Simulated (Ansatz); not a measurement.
AlCl-, multiplicity 2 (lowest of 2S+1 = 2, 4 at CCSD(T)/def2-TZVPP on PBE0 minima; our sources give no spin for the ground state, which may be another), most abundant isotopes (26.9815 and 34.9689 u). Constants from fifth-degree fits in 1/R to seven points on the lowest solution found; no spin–orbit coupling, no relativity up to Kr; ω_e x_e and α_e move by some per cent with the fit.

Frozen-core correlation. CBS: X⁻³ extrapolation of the correlation energy, Hartree–Fock from the larger set.

Programs: Ansatz (a program for electronic structure). Each number belongs to the level named beside it.

| level | r_e (Å) | ω_e (cm⁻¹) | ω_e x_e (cm⁻¹) | α_e (cm⁻¹) |
|---|---|---|---|---|
| PBE/def2-TZVPP | 2.3316 | 321.0 | 2.17 | 0.00193 |
| CCSD(T)/CBS(aug-cc-pV(T+d)Z, aug-cc-pV(Q+d)Z) | 2.2689 | 348.4 | 2.62 | 0.00214 |

Question: Derive the rotational constants, the centrifugal constant, the fundamental, the zero-point energy and the force constant.

Answer: 
μ = 15.23015 u.
- PBE/def2-TZVPP: B_e = 16.8576/(μ r_e²) = 0.20359 cm⁻¹; B₀ = B_e − α_e/2 = 0.20263 cm⁻¹; D = 4B_e³/ω_e² = 3.28e-07 cm⁻¹; fundamental ω_e − 2ω_e x_e = 317 cm⁻¹; zero-point energy ω_e/2 − ω_e x_e/4 = 160 cm⁻¹; k = μ(2πcω_e)² = 92.5 N/m
- CCSD(T)/CBS(aug-cc-pV(T+d)Z, aug-cc-pV(Q+d)Z): B_e = 16.8576/(μ r_e²) = 0.21501 cm⁻¹; B₀ = B_e − α_e/2 = 0.21395 cm⁻¹; D = 4B_e³/ω_e² = 3.28e-07 cm⁻¹; fundamental ω_e − 2ω_e x_e = 343 cm⁻¹; zero-point energy ω_e/2 − ω_e x_e/4 = 174 cm⁻¹; k = μ(2πcω_e)² = 109 N/m
